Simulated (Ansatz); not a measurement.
`O[CH2][AlH][Cl]` + CH₃NH₂ → `C[NH][AlH][Cl]` + CH₃OH at 500 K and 1 bar (ligand exchange at the Al–C bond).

Computed with Ansatz on PBE0-D4/def2-TZVP structures; ΔE is electronic, products minus reactants. CCSD(T)/CBS is the MP2 limit (def2-TZVPP, def2-QZVPP) plus CCSD(T) − MP2 in def2-TZVPP, frozen cores. This one scheme is used for every species. One conformer a species, not always the lowest.

| species | CCSD(T)/CBS energy (Eh) | H − E (kJ/mol) | S (J/(mol·K)) |
| --- | --- | --- | --- |
| `O[CH2][AlH][Cl]` | -817.47197 | 169.5 | 391.7 |
| CH₃NH₂ | -95.75281 | 191.8 | 270.3 |
| `C[NH][AlH][Cl]` | -797.65353 | 205.8 | 382.4 |
| CH₃OH | -115.61712 | 157.0 | 265.4 |

H − E and S are ideal-gas, rigid-rotor, harmonic terms from PBE0-D4/def2-TZVP, for one conformer and one mirror image of each species. 1 Eh = 2625.50 kJ/mol, R = 8.31446 J/(mol·K).

Question: By hand: ΔE, ΔH, ΔS and ΔG.

Answer: ΔE = (-797.65353) + (-115.61712) − (-817.47197) − (-95.75281) = -0.04587 Eh = -120.4 kJ/mol. Δ(H − E) = 205.8 + 157.0 − 169.5 − 191.8 = 1.5, so ΔH = -118.9 kJ/mol. ΔS = 382.4 + 265.4 − 391.7 − 270.3 = -14.2 J/(mol·K). ΔG = -118.9 − 500 × (-14.2)/1000 = -111.8 kJ/mol.

Question: By hand: the equilibrium constant, and the temperature at which ΔG would vanish if ΔH and ΔS stayed fixed.

Answer: log₁₀ K = −ΔG/(RT ln 10) = 11.7. ΔG = 0 at ΔH/ΔS = 8373 K, far beyond where these terms or the molecules hold.

The number of gas molecules stays the same, so ΔS is small and ΔH decides. A doubt of 5 kJ/mol in ΔE shifts log₁₀ K by 0.5 here. Other conformers and mirror images would add mixing entropy, several J/(mol·K) or more a flexible species. Modes under 60 cm⁻¹, often nearly free rotors, make the harmonic entropy too high. These are equilibria of isolated gas molecules and say nothing of rates. Largest T1 diagnostic: 0.010 (customary marks: 0.02 for closed shells, 0.045 for open ones).
